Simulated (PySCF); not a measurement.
C3H10BrNSi (SMILES CN(C)[SiH](C)Br), singlet, geometry from GFN2-xTB; CASSCF(4,4)/STO-3G in PySCF.

Here is a job for PySCF.
```python
from pyscf import gto, scf, mcscf
import numpy

mol = gto.Mole()
mol.atom = '''
    Si    0.46823540    0.69479519   -0.15085970
    C     1.87033266    0.35231768   -1.38518140
    Br    0.43751476   -1.03316118    1.25274659
    N    -1.12624845    0.81723998   -0.76781813
    C    -1.58799667    2.06410856   -1.32227817
    C    -1.89780063   -0.31059628   -1.23387476
    H     0.69853435    1.87587729    0.67080567
    H     2.82744765    0.25433341   -0.87936491
    H     1.69774924   -0.57220327   -1.93388992
    H     1.96207578    1.15523927   -2.11222518
    H    -1.47542770    2.08798593   -2.41295468
    H    -2.64633943    2.20166611   -1.08591698
    H    -1.02572161    2.89185119   -0.89764616
    H    -1.81719060   -0.43221484   -2.32073932
    H    -2.95142150   -0.15822709   -0.98506392
    H    -1.56149098   -1.22645881   -0.75436635
'''
mol.basis = 'sto-3g'
mol.verbose = 4
mol.build()

mf = scf.RHF(mol)
mf.kernel()
mc = mcscf.CASSCF(mf, 4, 4)
mc.fix_spin_(ss=0.0)
mc = mc.newton()
mc.kernel()
occ = numpy.linalg.eigvalsh(mc.fcisolver.make_rdm1(mc.ci, mc.ncas, mc.nelecas))[::-1]
ss = mc.fcisolver.spin_square(mc.ci, mc.ncas, mc.nelecas)[0]
print('natural occupations', occ.round(4), ' <S^2>', round(ss, 4))
```

Output, abridged:

```
PySCF version 2.14.0

[INPUT] verbose = 4
[INPUT] num. atoms = 16
[INPUT] num. electrons = 84
[INPUT] charge = 0
[INPUT] spin (= nelec alpha-beta = 2S) = 0
[INPUT] symmetry False subgroup None
[INPUT] Mole.unit = angstrom
[INPUT] Symbol           X                Y                Z      unit          X                Y                Z       unit  Magmom
[INPUT]  1 Si     0.468235400000   0.694795190000  -0.150859700000 AA    0.884836667826   1.312972621765  -0.285083516234 Bohr   0.0
[INPUT]  2 C      1.870332660000   0.352317680000  -1.385181400000 AA    3.534416489229   0.665783924042  -2.617613478842 Bohr   0.0
[INPUT]  3 Br     0.437514760000  -1.033161180000   1.252746590000 AA    0.826783071855  -1.952391672732   2.367347958583 Bohr   0.0
[INPUT]  4 N     -1.126248450000   0.817239980000  -0.767818130000 AA   -2.128301118716   1.544359740245  -1.450965979176 Bohr   0.0
[INPUT]  5 C     -1.587996670000   2.064108560000  -1.322278170000 AA   -3.000878793021   3.900599869770  -2.498743601791 Bohr   0.0
[INPUT]  6 C     -1.897800630000  -0.310596280000  -1.233874760000 AA   -3.586323429727  -0.586941904509  -2.331685368413 Bohr   0.0
[INPUT]  7 H      0.698534350000   1.875877290000   0.670805670000 AA    1.320038610101   3.544894321391   1.267638999105 Bohr   0.0
[INPUT]  8 H      2.827447650000   0.254333410000  -0.879364910000 AA    5.343101690045   0.480620489227  -1.661758843453 Bohr   0.0
[INPUT]  9 H      1.697749240000  -0.572203270000  -1.933889920000 AA    3.208281091788  -1.081307467881  -3.654522303857 Bohr   0.0
[INPUT] 10 H      1.962075780000   1.155239270000  -2.112225180000 AA    3.707785859842   2.183085828642  -3.991527103610 Bohr   0.0
[INPUT] 11 H     -1.475427700000   2.087985930000  -2.412954680000 AA   -2.788154269597   3.945721559645  -4.559823496188 Bohr   0.0
[INPUT] 12 H     -2.646339430000   2.201666110000  -1.085916980000 AA   -5.000856755338   4.160545965637  -2.052085686215 Bohr   0.0
[INPUT] 13 H     -1.025721610000   2.891851190000  -0.897646160000 AA   -1.938332922948   5.464806742098  -1.696305399168 Bohr   0.0
[INPUT] 14 H     -1.817190600000  -0.432214840000  -2.320739320000 AA   -3.433992550134  -0.816767674573  -4.385561721309 Bohr   0.0
[INPUT] 15 H     -2.951421500000  -0.158227090000  -0.985063920000 AA   -5.577378313153  -0.299005865587  -1.861501023990 Bohr   0.0
[INPUT] 16 H     -1.561490980000  -1.226458810000  -0.754366350000 AA   -2.950790298179  -2.317671253960  -1.425545799088 Bohr   0.0

nuclear repulsion = 532.783288789622
number of shells = 35
number of NR pGTOs = 171
number of NR cGTOs = 57
basis = sto-3g
ecp = {}

******** <class 'pyscf.scf.hf.RHF'> ********
method = RHF
initial guess = minao
damping factor = 0
level_shift factor = 0
DIIS = <class 'pyscf.scf.diis.CDIIS'>
diis_start_cycle = 1
diis_space = 8
diis_damp = 0
SCF conv_tol = 1e-09
SCF conv_tol_grad = None
SCF max_cycles = 50
direct_scf = True
direct_scf_tol = 1e-13
Set gradient conv threshold to 3.16228e-05
Initial guess from minao.
init E= -2999.01452751773
  HOMO = -0.274199837939269  LUMO = 0.0683894489174319  gap/eV = 9.32233
cycle= 1 E= -3002.05526326455  delta_E= -3.04  |g|= 0.399  |ddm|= 4.58
  HOMO = -0.224847720755059  LUMO = 0.352646229992169  gap/eV = 15.71441
cycle= 2 E= -3002.13596021205  delta_E= -0.0807  |g|= 0.105  |ddm|= 0.911
  HOMO = -0.278222517687248  LUMO = 0.361486897449332  gap/eV = 17.40738
cycle= 3 E= -3002.1408091613  delta_E= -0.00485  |g|= 0.0316  |ddm|= 0.21
  HOMO = -0.272112754120024  LUMO = 0.357980127206805  gap/eV = 17.14570
cycle= 4 E= -3002.1413378299  delta_E= -0.000529  |g|= 0.00514  |ddm|= 0.0735
  HOMO = -0.275589584012105  LUMO = 0.355237489261315  gap/eV = 17.16568
cycle= 5 E= -3002.14135596413  delta_E= -1.81e-05  |g|= 0.00122  |ddm|= 0.0149
  HOMO = -0.275407780246958  LUMO = 0.355299671397738  gap/eV = 17.16242
cycle= 6 E= -3002.14135693574  delta_E= -9.72e-07  |g|= 0.000222  |ddm|= 0.00344
  HOMO = -0.275405332338283  LUMO = 0.355320410655396  gap/eV = 17.16292
cycle= 7 E= -3002.14135697094  delta_E= -3.52e-08  |g|= 5.34e-05  |ddm|= 0.000686
  HOMO = -0.275415250513562  LUMO = 0.355303560019496  gap/eV = 17.16273
cycle= 8 E= -3002.14135697297  delta_E= -2.03e-09  |g|= 1.44e-05  |ddm|= 0.000159
  HOMO = -0.275412686726211  LUMO = 0.355302569936469  gap/eV = 17.16264
cycle= 9 E= -3002.14135697315  delta_E= -1.82e-10  |g|= 2.92e-06  |ddm|= 5.98e-05
  HOMO = -0.275413175673111  LUMO = 0.35530325027789  gap/eV = 17.16267
Extra cycle  E= -3002.14135697319  delta_E= -4e-11  |g|= 1.25e-06  |ddm|= 7.21e-06
converged SCF energy = -3002.14135697319

******** <class 'pyscf.mcscf.newton_casscf.CASSCF'> ********
CAS (2e+2e, 4o), ncore = 40, nvir = 13
max_cycle_macro = 50
max_cycle_micro = 10
conv_tol = 1e-07
conv_tol_grad = None
orbital rotation max_stepsize = 0.03
augmented hessian ah_max_cycle = 30
augmented hessian ah_conv_tol = 1e-12
augmented hessian ah_linear dependence = 1e-14
augmented hessian ah_level shift = 1e-08
augmented hessian ah_start_tol = 500
augmented hessian ah_start_cycle = 3
augmented hessian ah_grad_trust_region = 3
kf_trust_region = 3
kf_interval = 5
natorb = False
canonicalization = True
internal_rotation = False
******** <class 'pyscf.fci.addons.SpinPenaltyFCISolver'> ********
max. cycles = 50
conv_tol = 1e-08
davidson only = True
linear dependence = 1e-12
level shift = 0.001
max iter space = 12
nroots = 1
pspace_size = 400
spin = None

WARN: SO-CASSCF (Second order CASSCF) is an experimental feature. Its performance is bad for large systems.

CASCI E = -3002.14230839135  dE = -3002.1423  S^2 = 0.0000000
Set conv_tol_grad to 0.000316228
macro 1 (10 JK  6 micro), CASSCF E = -3002.1437114948  dE = -0.001403  |grad|=0.00922  S^2 = 0.0000000
macro 2 (10 JK  6 micro), CASSCF E = -3002.14623096713  dE = -0.002519  |grad|=0.0128  S^2 = 0.0000000
macro 3 (10 JK  6 micro), CASSCF E = -3002.14872746431  dE = -0.002496  |grad|=0.0123  S^2 = 0.0000000
macro 4 (11 JK  7 micro), CASSCF E = -3002.15072285787  dE = -0.001995  |grad|=0.00957  S^2 = 0.0000000
macro 5 (11 JK  7 micro), CASSCF E = -3002.15113390928  dE = -0.0004111  |grad|=0.00809  S^2 = 0.0000000
macro 6 (11 JK  7 micro), CASSCF E = -3002.15200826935  dE = -0.0008744  |grad|=0.00874  S^2 = 0.0000000
macro 7 (24 JK  19 micro), CASSCF E = -3002.15376854452  dE = -0.00176  |grad|=0.0102  S^2 = 0.0000000
macro 8 (24 JK  19 micro), CASSCF E = -3002.15558240593  dE = -0.001814  |grad|=0.0101  S^2 = 0.0000000
macro 9 (11 JK  7 micro), CASSCF E = -3002.15757692414  dE = -0.001995  |grad|=0.0121  S^2 = 0.0000000
macro 10 (11 JK  7 micro), CASSCF E = -3002.15947402704  dE = -0.001897  |grad|= 0.01  S^2 = 0.0000000
macro 11 (11 JK  7 micro), CASSCF E = -3002.16091834518  dE = -0.001444  |grad|=0.00572  S^2 = 0.0000000
macro 12 (8 JK  4 micro), CASSCF E = -3002.16133721357  dE = -0.0004189  |grad|=0.00246  S^2 = 0.0000000
macro 13 (6 JK  2 micro), CASSCF E = -3002.16140817246  dE = -7.096e-05  |grad|=0.00137  S^2 = 0.0000000
macro 14 (15 JK  9 micro), CASSCF E = -3002.16143512275  dE = -2.695e-05  |grad|=0.000122  S^2 = 0.0000000
macro 15 (13 JK  8 micro), CASSCF E = -3002.16143818107  dE = -3.058e-06  |grad|=8.04e-05  S^2 = 0.0000000
macro 16 (6 JK  3 micro), CASSCF E = -3002.16143822598  dE = -4.49e-08  |grad|=5.99e-05  S^2 = 0.0000000
newton CASSCF converged in 16 macro (36 KF 156 Hx) steps
CASSCF canonicalization
Density matrix diagonal elements [1.98237185 1.98504364 0.01802704 0.01455747]
CASSCF energy = -3002.16143822598
CASCI E = -3002.16143822598  E(CI) = -4.09094308272370  S^2 = 0.0000000
natural occupations [1.9859 1.9823 0.0184 0.0134]  <S^2> 0.0
```
